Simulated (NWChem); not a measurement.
System meant: PbSiH₄, singlet; SMILES [SiH3][PbH]

Here is an NWChem input.

```
start job
memory heap 200 mb stack 900 mb global 1100 mb
geometry units angstroms noautoz
  Pb    -0.030673     0.514245     0.155513
  H      1.787305     0.434999    -0.204657
  Si    -0.025576    -2.223673     0.026297
  H      0.910135    -2.800296     1.049433
  H      0.449852    -2.690337    -1.319436
  H     -1.368783    -2.849923     0.258306
end
basis spherical
  Pb library def2-svp
  H library def2-svp
  Si library def2-svp
end
dft
  xc pbe0
  iterations 150
  mulliken
end
task dft energy
```

End of the output:

```
          Convergence Information
          -----------------------
          Convergence aids based upon iterative change in
          total energy or number of iterations.
          Levelshifting, if invoked, occurs when the
          HOMO/LUMO gap drops below (HL_TOL):  1.00D-02
          DIIS, if invoked, will attempt to extrapolate
          using up to (NFOCK): 10 stored Fock matrices.

                    Damping( 0%)  Levelshifting(0.5)       DIIS
                  --------------- ------------------- ---------------
          dE  on:    start            ASAP                start
          dE off:    2 iters        150 iters           150 iters

      Screening Tolerance Information
      -------------------------------
          Density screening/tol_rho:  1.00D-10
          AO Gaussian exp screening on grid/accAOfunc:  14
          CD Gaussian exp screening on grid/accCDfunc:  20
          XC Gaussian exp screening on grid/accXCfunc:  20
          Schwarz screening/accCoul:  1.00D-08

      Superposition of Atomic Density Guess
      -------------------------------------

      charge =      82.0 Pb (Lead)

      symmetry species            s     p     d     f
      number of basis functions =10     7     6     0
      number of cont. functions = 4     4     2     0
      number of closed shells   = 6     4     3     1
      number of open shells     = 0     1     0     0
      open shell occupation     = 0     2     0     0
 ------------------------------------------------------------------------
 atomscf:atomd: error in atom scf                   0
 ------------------------------------------------------------------------
 ------------------------------------------------------------------------
  current input line :
    21: task dft energy
 ------------------------------------------------------------------------
 ------------------------------------------------------------------------
 This error has not yet been assigned to a category
 ------------------------------------------------------------------------
 For more information see the NWChem manual at https://nwchemgit.github.io

0:atomscf:atomd: error in atom scf:Received an Error in Communication
```

Question: Can this run be used? If not, why, and what is the fix?

Answer: The program stopped with an error. Cause: the def2 basis of a heavy element holds valence functions alone and wants its effective core potential (without it all electrons must fit into that basis). This input runs:
```
start job
memory heap 200 mb stack 900 mb global 1100 mb
geometry units angstroms noautoz
  Pb    -0.030673     0.514245     0.155513
  H      1.787305     0.434999    -0.204657
  Si    -0.025576    -2.223673     0.026297
  H      0.910135    -2.800296     1.049433
  H      0.449852    -2.690337    -1.319436
  H     -1.368783    -2.849923     0.258306
end
basis spherical
  * library def2-svp
end
ecp
  Pb library def2-ecp
end
dft
  xc pbe0
  iterations 150
  mulliken
end
task dft energy
```
It converges to -484.50890 Ha (PBE0/def2-SVP with def2 effective core potentials on Pb).
